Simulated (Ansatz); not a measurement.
System: boron oxyfluoride, sum formula BOF (charge 0, singlet). 
Structure (B3LYP-D3(BJ)/def2-TZVP (Ansatz, a first-principles code) minimum search):
```xyz
3

F      0.0000     0.0000    -1.1989
B      0.0000     0.0000     0.0871
O      0.0000     0.0000     1.2943
```
Charge 0, spin multiplicity 1.

Basis-set convergence of Hartree-Fock and CCSD correlation energies (hartree) with Ansatz. Valence correlation only, unless marked. No spin-orbit coupling. No relativistic terms.

```tsv
basis	functions	E(HF)	E(corr, CCSD)
aug-cc-pVDZ	69	-199.09631	-0.47332
aug-cc-pVTZ	138	-199.15776	-0.57757
aug-cc-pVQZ	240	-199.17218	-0.61530
```

Extrapolating the two largest sets (X = 3 and 4) as X^-3: E(corr) = (64·(-0.61530) - 27·(-0.57757))/37 = -0.6428 Eh, an estimate of the basis-set limit. The largest set recovers 95.7 % of it, the smallest 73.6 %.
